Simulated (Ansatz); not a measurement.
Molecule: silyloxymethoxysilane, CH8O2Si2 (charge 0, singlet). SMILES: [SiH3]OCO[SiH3]
Coordinates optimised at B3LYP-D3(BJ)/def2-TZVP (Ansatz, a program for electronic structure):
```
C
H 1 1.0937
H 1 1.0937 2 110.08
O 1 1.4036 2 106.69 3 120.07
O 1 1.4036 2 110.62 3 -117.66
Si 5 1.6590 1 123.58 2 -54.26
Si 4 1.6590 1 123.58 2 -173.98
H 7 1.4759 4 105.82 1 162.97
H 6 1.4759 5 105.82 1 162.97
H 6 1.4796 9 109.75 5 -120.84
H 7 1.4796 8 109.75 4 -120.84
H 7 1.4837 8 110.83 11 -120.53
H 6 1.4837 9 110.83 10 -120.53
```
Charge 0, spin multiplicity 1.

Quantity: vertical triplet-singlet gap, E(triplet) - E(singlet), in eV. Terms: dispersion terms only where a functional's name holds one; six Cartesian d functions in 6-31G* and its kin unless marked 5d; 6-311+G** with 5d, 6d on Na to Ar in Ansatz; open shells spin-unrestricted; spin-orbit terms left out; non-relativistic; each state is the SCF solution reached for its charge and spin. First-principles rows: single points at B3LYP-D3(BJ) geometries (Ansatz). Levels can end on unlike triplets.

```json
[
 {"level": "B3LYP/STO-3G", "program": "Ansatz", "vertical triplet-singlet gap, E(triplet) - E(singlet) (eV)": "8.79"},
 {"level": "B3LYP/3-21G", "program": "Ansatz", "vertical triplet-singlet gap, E(triplet) - E(singlet) (eV)": "7.19"},
 {"level": "B3LYP/6-31G*", "program": "Ansatz", "vertical triplet-singlet gap, E(triplet) - E(singlet) (eV)": "7.18"},
 {"level": "B3LYP/6-311+G**", "program": "Ansatz", "vertical triplet-singlet gap, E(triplet) - E(singlet) (eV)": "6.92"},
 {"level": "B3LYP/def2-TZVPD", "program": "Ansatz", "vertical triplet-singlet gap, E(triplet) - E(singlet) (eV)": "6.91"}
]
```

No value to compare with is used here. The 4 habitual levels span 6.92 (B3LYP/6-311+G**) to 8.79 eV (B3LYP/STO-3G); B3LYP/def2-TZVPD gives 6.91.

The sets are all those run for this method; left out are runs that failed, that the program found above a lower state of the same kind, or whose <S^2> lies over 0.5 above the pure value.
